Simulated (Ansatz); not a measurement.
Ideal-gas functions of FH4N2OTa (`[NH]=[Ta]([NH2])([OH])[F]`) at 600 K and 1 bar, from an Ansatz frequency run at PBE0-D4/def2-TZVP.

Molar mass 247.99 g/mol, point group C1 (symmetry number 1), electronic degeneracy 1, moments of inertia 160.479, 165.95, 181.893 u Å². Harmonic wavenumbers (cm⁻¹, unscaled): 179, 185, 190, 209, 232, 367, 383, 470, 485, 549, 592, 611, 652, 690, 709, 1004, 1551, 3577, 3683, 3692, 3949.

Use S(trans) = R[1.5 ln M + 2.5 ln T − 1.1517]; rotational temperatures θ = 24.2544 K / I; S(rot) = R[ln(√π/σ · √(T³/θAθBθC)) + 1.5]; for each mode x = 1.438777 ν̃/T, S = R[x/(eˣ − 1) − ln(1 − e⁻ˣ)] and H = RT x/(eˣ − 1); 1 cm⁻¹ = 0.0119627 kJ/mol; R = 8.31446 J/(mol·K).

Q: By hand: the entropy, in J/(mol·K).

A: Translation 192.2. Rotation: θ = 0.1511, 0.1462, 0.1333 K, giving 121.2. Vibration, mode by mode: 15.41, 15.14, 14.92, 14.14, 13.30, 9.64, 9.31, 7.75, 7.51, 6.60, 6.07, 5.84, 5.40, 5.02, 4.84, 2.77, 0.97, 0.01, 0.01, 0.01, 0.01, in all 144.7. Electronic 0.0. Sum 458.1 J/(mol·K).

Q: By hand: H − E and G − E in kJ/mol, counted from the electronic energy.

A: Zero-point energy ½ × 23959 × 0.0119627 = 143.3; thermal vibration 45.4; translation, rotation and pV give 4 RT = 20.0. H − E = 208.7 kJ/mol, and G − E = 208.7 − 600 × 458.1/1000 = -66.2 kJ/mol.

Vibration gives 32 % of the entropy. The sum counts one conformer and one mirror image; others add a mixing term.
